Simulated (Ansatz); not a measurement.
Molecule: sum formula AlH$_{2}$Br (charge 0, singlet). 
Geometry from a B3LYP-D3(BJ)/def2-TZVP (Ansatz, a first-principles code) optimisation:
SMILES: [AlH2][Br]
```xyz
4

Al    -1.5565     0.0585    -0.0267
Br     0.7086    -0.0266     0.0121
H     -2.2306     1.4757    -0.0359
H     -2.3349    -1.3043    -0.0424
```

Property: atomisation energy (electronic, to ground-state atoms), in kcal/mol. Cores are frozen in the correlated levels unless marked. UHF or UKS for open shells. Spin-orbit coupling is left out. Frozen are the shells of the preceding noble gas and the d and f shells that filled before the atom's block. Non-relativistic. The coupled-cluster limit lacks core correlation, which all-electron functionals hold. CBS marks a two-point X^-3 extrapolation of the correlation energy; Hartree-Fock from the larger set.

```csv
level,program,atomisation energy (kcal/mol)
HF/def2-TZVPPD,Ansatz,184.0
MP2/6-31G*,Ansatz,207.8
"MP2/CBS(def2-TZVPPD,def2-QZVPPD)",Ansatz,235.6
SCS-MP2/STO-3G,Ansatz,309.6
```

Q: What does CCSD(T)/CBS(def2-TZVPPD,def2-QZVPPD) (Ansatz) give?

A: 235.1 kcal/mol, so SCS-MP2/STO-3G differs from it by 74.5 kcal/mol.
